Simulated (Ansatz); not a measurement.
CH7BSSi, relaxed with RKS PBE0-D4/def2-TZVP in the Gaussian-basis code of Ansatz from a PBE-D4/def2-SVP geometry. The force threshold is 0.005 eV/Å; the program also tests the step.

The species carries charge 0 and has multiplicity 1. The bonds changed during the relaxation, so this is another structure than the one it started from.

Start:

```xyz
11

B     0.578   -1.334    0.556
Si    1.337   -0.282   -0.939
S    -0.902   -0.495   -0.513
C    -1.261    1.057    0.393
H     0.550   -2.536    0.364
H     0.619   -0.887    1.687
H     1.542   -0.801   -2.337
H     1.566    1.207   -0.939
H    -2.051    0.834    1.135
H    -1.619    1.818   -0.325
H    -0.358    1.420    0.918
```

Question: How much energy does the relaxation release, and in how many steps? (An estimate is asked.)

Answer: The calculation gave: 5.24 kJ/mol, in 6 steps, 1 of them rejected.

Question: Which bonds change most? (Estimate.)

Answer: Ansatz gave: Si2–S3 from 2.289 to 2.235 Å; S3–C4 from 1.833 to 1.808 Å; B1–H6 from 1.217 to 1.196 Å; Si2–H7 from 1.505 to 1.484 Å.

Question: Give the relaxed structure. (An estimate is asked.)

Answer: The calculation gave: 
```xyz
11

B     0.575   -1.320    0.555
Si    1.286   -0.262   -0.938
S    -0.897   -0.489   -0.521
C    -1.237    1.038    0.385
H     0.549   -2.503    0.372
H     0.587   -0.872    1.664
H     1.536   -0.795   -2.301
H     1.537    1.202   -0.922
H    -2.006    0.821    1.126
H    -1.592    1.796   -0.312
H    -0.337    1.384    0.891
```
